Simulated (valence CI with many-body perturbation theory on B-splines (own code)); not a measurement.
Values are calculated unless marked as measured or tabulated.
# Os54+: input, log and results

Level of theory: relativistic CI+MBPT: four valence electrons over a frozen Dirac-Fock core [Ar], a basis of 6 s, 6 p, 5 d, 5 f, 1 g functions for each j, with the one-electron correlation potential Σ1 (screened to all orders), the two-electron term Σ2, the three-electron term Σ3, Breit, model QED; selected single and double excitations, second order for the rest, scaled by the run's own slope (own B-spline code, finite nucleus).

Command, and the settings that its task file holds:

```sh
python run_cv.py task.json out
```

```
atom Os  Z=76  mass_number=192  rms_radius_fm=5.4126
core [Ar]
valence 3d4
avg = 1
basis = S
breit = 1
cap = 10000
capref = 1200
cscale = 1
de = 0.0
dress = 0
ecut = 560.67
eps = 2e-08
extrap = 1
h = 0.27
hh = 1
l2 = 3
lcore = 6
maxit = 60
n2 = 5
natural = 1
nlev = 21
nno = [3, 3, 3, 3, 1]
nroot = 26
nsp = [3, 3, 2, 2, 0]
pt2 = 1
qed = 1
rpa = 1
s1 = 1
s2 = 1
s3 = 1
screen = 1
tol = 2e-05
whole = 1
```

It took 24 s on 1 thread of Arm Neoverse N1, on a shared host.

Log. The first blocks belong to the next ion, which gives the ionisation energy. Fields: 2J, parity (1 odd), roots, reference size, generating configurations, candidates as configurations/state functions, variational space P, stored matrix elements, Davidson steps; e2 is the range of second-order energies in hartree. The first line gives the box (bohr), its intervals, the orbitals and the steps of their self-consistent field. Window is the range of levels sought, series limit the energy at which the first omitted orbital would enter, core excitation an estimate of the first excitation out of the core, left out the lowest levels not solved, and shifts from estimates the range by which levels moved from their first estimate, all in cm⁻¹.

```
rmax 2.1 intervals 55 orbitals 40 references ['3d4', '3d3 4s', '3d3 4p'] scf 3 t 0.9
2J=3 par=0 roots 2 ref 27 generators 3 cand 795/1922 P 425/999 nnz 0 it 0
2J=3 par=0 roots 2 ref 27 generators 4 cand 386/950 P 710/1766 nnz 0 it 5
   second order: generators 6 cand 483/1044 e2 -0.00000 -0.00000
reference levels 556, estimated 33, window 2005557 1/cm; series limit 28328500, core excitation 2515930
2J=0 par=0 roots 4 ref 17 generators 4 cand 155/239 P 1089/1966 nnz 0 it 4
2J=0 par=0 roots 4 ref 17 generators 4 cand 69/102 P 1123/2031 nnz 0 it 4
   second order: generators 6 cand 1167/2963 e2 -0.00001 -0.00000
2J=2 par=0 roots 4 ref 36 generators 3 cand 731/2873 P 703/3540 nnz 3.2e+06 it 4
2J=2 par=0 roots 4 ref 36 generators 3 cand 499/1866 P 1113/5187 nnz 6.1e+06 it 4
   second order: generators 4 cand 867/6070 e2 -0.00000 -0.00000
2J=8 par=0 roots 6 ref 42 generators 4 cand 889/5049 P 431/3542 nnz 3.3e+06 it 5
2J=8 par=0 roots 6 ref 42 generators 4 cand 752/4040 P 1159/7433 nnz 1.3e+07 it 7
   second order: generators 6 cand 1535/15241 e2 -0.00000 -0.00000
2J=4 par=0 roots 7 ref 51 generators 4 cand 913/5226 P 470/3556 nnz 3.2e+06 it 4
2J=4 par=0 roots 7 ref 51 generators 4 cand 764/4211 P 1210/7636 nnz 1.3e+07 it 5
   second order: generators 6 cand 802/8526 e2 -0.00000 -0.00000
2J=6 par=0 roots 6 ref 49 generators 3 cand 917/5714 P 412/3556 nnz 3.4e+06 it 4
2J=6 par=0 roots 6 ref 49 generators 3 cand 792/4702 P 1116/7976 nnz 1.5e+07 it 5
   second order: generators 4 cand 866/9653 e2 -0.00000 -0.00000
2J=10 par=0 roots 2 ref 25 generators 2 cand 745/3305 P 515/3531 nnz 3.4e+06 it 4
2J=10 par=0 roots 2 ref 25 generators 2 cand 568/2297 P 902/5432 nnz 7.4e+06 it 4
   second order: generators 2 cand 181/396 e2 -0.00000 -0.00000
2J=12 par=0 roots 2 ref 14 generators 2 cand 448/1495 P 787/3507 nnz 3.2e+06 it 4
2J=12 par=0 roots 2 ref 14 generators 2 cand 148/493 P 895/3837 nnz 3.7e+06 it 3
   second order: generators 2 cand 40/163 e2 -0.00000 -0.00000
left out: unestimated 2989905, estimated 2695716, shifts from estimates -219 to 7
operators 1.7
```

The Davidson iterations converged. The settings are bad on purpose, so the numbers may not be properties of the ion.

The last digits are not significant, and no measured levels were compared; by estimate large intervals hold to a few tenths of a per cent, small ones and those within an open d or f shell to about a per cent. The list stops below the first excitations out of the core. Only levels of the ground parity were solved; by the run's estimate the other parity begins above the list, which can be wrong where configurations are misplaced.

```
Valence energy                            : -808.3362 hartree
Ionisation energy                         : 5281 eV (NIST: 5280 ± 5 eV (theoretical))
Reference configurations for the orbitals : 3d4, 3d3 4s, 3d3 4p
Radial orbitals                           : 40
Box radius                                : 2.084 bohr
Largest variational space                 : 7976
Lowest levels                             : (3d3/2^4) J=0 0.00, (3d3/2^3 3d5/2) J=1 73.58, (3d3/2^3 3d5/2) J=4 85.82, (3d3/2^3 3d5/2) J=2 89.40, (3d3/2^3 3d5/2) J=3 92.83, (3d3/2^2 3d5/2^2) J=0 [a] 156.13, (3d3/2^2 3d5/2^2) J=2 [a] 156.47, (3d3/2^2 3d5/2^2) J=4 [a] 159.00, (3d3/2^2 3d5/2^2) J=3 [a] 161.16, (3d3/2^2 3d5/2^2) J=5 164.77, (3d3/2^2 3d5/2^2) J=6 167.65, (3d3/2^2 3d5/2^2) J=1 170.49, (3d3/2^2 3d5/2^2) J=3 [b] 173.41, (3d3/2^2 3d5/2^2) J=4 [b] 173.90 eV
```

Levels are named by their leading jj configuration (3d3/2^4 stands for four electrons in 3d with j = 3/2), which in mixed levels can hold well under half, so a name can repeat and another be missing. Letters in brackets count levels of one name in rising energy.
